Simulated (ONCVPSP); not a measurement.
Varying the ONCV potential for tantalum

Base potential:

- Element: tantalum
- Generator: ONCVPSP 4.0.1
- Type: optimised norm-conserving Vanderbilt (ONCV)
- Functional: revPBE
- Relativity: fully relativistic
- Frozen core: [Kr] 4d10 4f14
- Valence charge: 13
- Reference configuration: 5s2 5p6 5d4 6s1
- Partial waves: 5s+6s: rc 1.80 bohr, ncon 3, nbas 6, qcut 8.7 1/bohr, 2 projectors; 5p: rc 1.50 bohr, ncon 5, nbas 9, qcut 4.6 1/bohr, 2 projectors, debl 3.6 Ha; 5d: rc 3.00 bohr, ncon 4, nbas 9, qcut 5.9 1/bohr, 2 projectors, debl 1.2 Ha
- Local potential: polynomial inside 1.50 bohr (lpopt 5, dvloc0 0 Ha)
- Core correction: polynomial model core, fcfact 0.2

Open shells are filled in proportion to 2j + 1.

Cutoffs, loose and tight: the cutoffs (Ha) at which the residual kinetic energy of the hardest occupied pseudo-wave falls to 1 and 0.1 mHa per electron. They do not see the model core or the augmentation charge, which bear on the density cutoff. Test errors are all-electron minus pseudo excitation energies from the reference, over the configurations 5s2 5p6 5d3 6s2; 5s2 5p6 5d3 6s1; 5s2 5p6 5d3 6s0; 5s2 5p6 5d4 6s0. A dash means not determined; rows that change the core or the reference have their own tests.

| change | outcome | cutoff, loose | cutoff, tight | bound ghosts | GHOST(+) flags above zero | largest test error (meV) |
| --- | --- | --- | --- | --- | --- | --- |
| base | generated | 98 Ha | 117 Ha | none | s | -7.3 |
| p: qcut 2.9 | generated | 88 Ha | 114 Ha | none | s | -7.3 |
| p: qcut 3.4 | generated | 93 Ha | 115 Ha | none | s | -7.3 |
| p: qcut 3.8 | generated | 97 Ha | 116 Ha | none | s | -7.3 |
| p: qcut 4.3 | generated | 98 Ha | 117 Ha | none | s | -7.3 |
| p: qcut 4.7 | generated | 98 Ha | 117 Ha | none | s | -7.3 |
| p: qcut 5.1 | generated | 96 Ha | 116 Ha | none | s | -7.3 |
| p: qcut 5.4 | generated | 93 Ha | 115 Ha | none | s | -7.3 |
| p: qcut 6.4 | generated | 52 Ha | 109 Ha | none | s | -7.4 |
| p: qcut 7 | generated | 26 Ha | 103 Ha | none | s | -7.4 |

Q: What comes out with this change to the base: p: qcut 5.9?

A: outcome: generated; cutoff, loose: 70 Ha; cutoff, tight: 113 Ha; bound ghosts: none; GHOST(+) flags above zero: s; largest test error (meV): -7.3.

Reading the sweep of the qcut of the p channel (base included, trends over the rows without a ghost): The loose cutoff is not monotonic: lowest 26 Ha at 7 1/bohr, highest 98 Ha at 4.3 1/bohr. The median size of the test errors (rows with all tests solved) stays near 2.6 meV.
